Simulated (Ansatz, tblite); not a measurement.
Forces on Zn₁₂S₁₂ (started as a model of: (ZnS)12 cage of four- and six-membered rings) at its PBE-D4/def2-SVP geometry. The state is a singlet with charge 0.

The xTB rows come from tblite. Single mean-field runs in def2-SVP are fitted with def2-universal-jkfit.

GFN1-xTB (tblite), largest force 0.54 eV/Å:

```xyz
24
positions Å, forces eV/Å
S    -3.074    1.997   -1.101    0.175   -0.022    0.108
S    -2.668   -1.266   -2.435    0.175   -0.023    0.108
S    -0.535   -3.789    0.085   -0.024    0.190    0.078
S    -3.265   -1.090    1.673    0.108    0.078   -0.159
S    -0.262   -1.472    3.523    0.108    0.078   -0.159
S    -1.310    2.449    2.634    0.023   -0.191   -0.078
S     0.535    3.789   -0.085    0.024   -0.190   -0.078
S     0.262    1.472   -3.523   -0.108   -0.078    0.159
S     1.310   -2.448   -2.634   -0.023    0.191    0.078
S     3.265    1.090   -1.673   -0.107   -0.078    0.159
S     2.668    1.266    2.435   -0.175    0.023   -0.108
S     3.074   -1.997    1.101   -0.175    0.022   -0.108
Zn   -3.151   -0.227   -0.403   -0.535   -0.033   -0.083
Zn   -1.679    0.842   -2.572   -0.299    0.139   -0.431
Zn   -0.872   -2.471   -1.810   -0.136   -0.429   -0.304
Zn   -1.322   -2.380    1.654   -0.230   -0.395    0.292
Zn   -1.646    0.224    2.718   -0.282    0.023    0.463
Zn   -1.525    2.777    0.334   -0.249    0.478    0.067
Zn    0.872    2.471    1.811    0.136    0.428    0.304
Zn    1.322    2.380   -1.654    0.230    0.395   -0.292
Zn    1.645   -0.224   -2.718    0.282   -0.023   -0.463
Zn    1.525   -2.776   -0.334    0.249   -0.478   -0.066
Zn    1.679   -0.843    2.572    0.299   -0.139    0.431
Zn    3.151    0.227    0.403    0.535    0.033    0.083
```

GFN2-xTB (tblite), largest force 0.24 eV/Å:

```
S -0.144 0.001 -0.097
S -0.148 0.036 -0.083
S 0.029 -0.152 -0.079
S -0.074 -0.067 0.142
S -0.105 -0.063 0.122
S -0.010 0.166 0.051
S -0.029 0.152 0.079
S 0.105 0.063 -0.123
S 0.010 -0.166 -0.051
S 0.074 0.067 -0.142
S 0.148 -0.036 0.083
S 0.144 -0.002 0.097
Zn -0.228 -0.003 -0.061
Zn -0.152 0.052 -0.173
Zn -0.036 -0.199 -0.123
Zn -0.109 -0.152 0.145
Zn -0.125 -0.018 0.200
Zn -0.088 0.215 0.046
Zn 0.036 0.199 0.123
Zn 0.108 0.153 -0.145
Zn 0.125 0.018 -0.200
Zn 0.088 -0.215 -0.046
Zn 0.152 -0.052 0.174
Zn 0.228 0.003 0.061
```

PBE-D4/def2-SVP (Ansatz), largest force 0.00 eV/Å:

```
S 0.001 -0.001 0.000
S 0.000 0.001 0.000
S 0.000 0.001 0.000
S 0.001 0.000 0.000
S 0.000 0.000 -0.001
S 0.000 0.000 -0.001
S 0.000 -0.001 0.000
S 0.000 0.000 0.001
S 0.000 0.000 0.000
S -0.001 0.000 0.000
S 0.000 -0.001 -0.001
S 0.000 0.001 0.000
Zn 0.000 0.001 -0.002
Zn -0.002 0.000 0.000
Zn 0.001 -0.001 0.000
Zn -0.001 0.001 0.002
Zn 0.000 -0.002 0.000
Zn 0.001 0.001 0.001
Zn -0.001 0.001 0.000
Zn 0.001 -0.001 -0.001
Zn 0.001 0.002 0.000
Zn -0.001 -0.001 -0.001
Zn 0.002 0.001 0.000
Zn 0.000 -0.001 0.002
```
